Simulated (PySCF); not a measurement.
C₄H₇O₃S (charge -1).
SMILES: `C=CCCS(=O)(=O)[O-]`

Torsions of this conformer, `[CH2:1]=[CH:2][CH2:3][CH2:4][S:5](=[O:6])(=[O:7])[O-:8]`: C1–C2–C3–C4 -119°, C2–C3–C4–S5 -177°, C3–C4–S5–O6 61°.

The closed-shell ground state was solved at several levels (PySCF, density fitting, gas phase, non-relativistic). Geometry: PBE0-D3(BJ)/def2-SVP, one conformer, isolated ion. The geometry's basis has no diffuse functions, a weakness for an anion. No diffuse functions stand in pcSseg-1, which bears on an anion's orbital energies.

| level | basis functions | HOMO (eV) | LUMO (eV) | gap (eV) |
| --- | --- | --- | --- | --- |
| CAM-B3LYP/def2-SVPD | 232 | -3.96 | 4.11 | 8.07 |
| PBE0/pcSseg-1 | 178 | -2.08 | 3.26 | 5.34 |

Q: Estimate the row for mPW1PW91/pcSseg-1, a basis of 178 functions; the other rows only guide the guess.

A: HOMO -2.13 eV, LUMO 3.25 eV, gap 5.38 eV.

Q: Over all these levels, which gives the widest orbital gap and which the narrowest?

A: CAM-B3LYP/def2-SVPD (range-separated hybrid) has the widest, 8.07 eV, and PBE0/pcSseg-1 (global hybrid, 25 % exact exchange) the narrowest, 5.34 eV. Functional and basis both differ between the two, so the spread mixes both effects.
